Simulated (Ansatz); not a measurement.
`C[CH](C)[Zn][F]` + `CC(C)(C)CO` → `O[CH2][Zn][F]` + `CC(C)C(C)(C)C`  (formal exchange of groups at a Zn–C bond)

Gas-phase electronic energies from Ansatz, PBE0-D4/def2-TZVP geometries. CCSD(T)/CBS is the MP2 limit (def2-TZVPP, def2-QZVPP) plus CCSD(T) − MP2 in def2-TZVPP, frozen cores. DFT in def2-TZVPP. HSE06 is defined as in plane-wave codes. For Zn outer-core shells are correlated without core-valence functions, which leaves a few kJ/mol of doubt a bond. Scalar relativity is left out up to krypton. Each species was taken in one conformer, which may not be the lowest.

Question: Is it downhill or uphill in electronic energy at CCSD(T)/CBS, and by how much? (Estimate.)

Answer: The calculation gave: Uphill: ΔE = +22.8 kJ/mol.

Question: What do these levels give: revPBE-D4, r2SCAN0, HSE06, CAM-B3LYP, HF/def2-SVP, MP2/CBS(def2)? (An estimate is asked.)

Answer: Computed: revPBE-D4 18.3, r2SCAN0 28.1, HSE06 29.0, CAM-B3LYP 29.1, HF/def2-SVP 44.9, MP2/CBS(def2) 22.9 kJ/mol.

Largest T1 diagnostic among the species: 0.016.

Leaving LDA and LC-ωPBE aside and taking each functional with its dispersion term where it has one, the values, not all of them listed here, spread over 10.3 kJ/mol, from revPBE-D4 to B2PLYP. LDA lies −6.8 kJ/mol from PBE without D4. In def2-TZVPP, CCSD(T) changes the Hartree–Fock value by −11.1 kJ/mol (the triples alone add −1.3 kJ/mol) and MP2 by −11.1 kJ/mol. The D4 term adds −7.8 kJ/mol with B3LYP and −4.8 kJ/mol with PBE0; it sums over pairs of atoms, weighted by their polarisabilities, and B3LYP, whose exchange is more repulsive, gets the larger term.

B3LYP here is the variant with VWN-RPA as its local correlation; programs differ in this.
